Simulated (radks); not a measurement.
Q: The tungsten ion W+, configuration [Xe] 4f14 5d4.5 6p0.5 (fractional occupations, a model configuration). Calculated with a radial shooting solver on a logarithmic mesh with Libxc functionals: Dirac Kohn-Sham, PBE, spin-unpolarised, spherical densities, point nucleus; open shells fill j = l - 1/2 first. Some entries of the table are withheld. Estimate them.

orbital  occ.  eigenvalue (eV)  r(max) (bohr)
1s1/2       2        -69406.28        0.01145
2s1/2       2        -11976.04        0.06586
2p1/2       2        -11451.34        0.04896
2p3/2       4        -10098.45        0.05580
3s1/2       2        -2762.812         0.1855
3p1/2       2        -2529.428         0.1737
3p3/2       4        -2236.880         0.1877
3d3/2       4        -1844.506         0.1471
3d5/2       6        -1780.898         0.1510
4s1/2       2        -574.9399         0.4210
4p1/2       2        -478.1898         0.4208
4p3/2       4        -410.3939         0.4504
4d3/2       4        -251.6497            (1)
4d5/2       6        -239.1592            (2)
5s1/2       2              (3)         0.9641
5p1/2       2         -56.7435          1.035
5p3/2       4         -47.0126          1.120
4f5/2       6         -40.6479         0.4262
4f7/2       8         -38.4116         0.4312
5d3/2       4         -11.6161          1.474
5d5/2     0.5         -10.8718          1.523
6p1/2     0.5          -7.3136          3.201
6p3/2       0          -6.5692          3.495

A: 
(1) 4d3/2 r(max) (bohr): 0.4471
(2) 4d5/2 r(max) (bohr): 0.4565
(3) 5s1/2 eigenvalue (eV): -85.2626
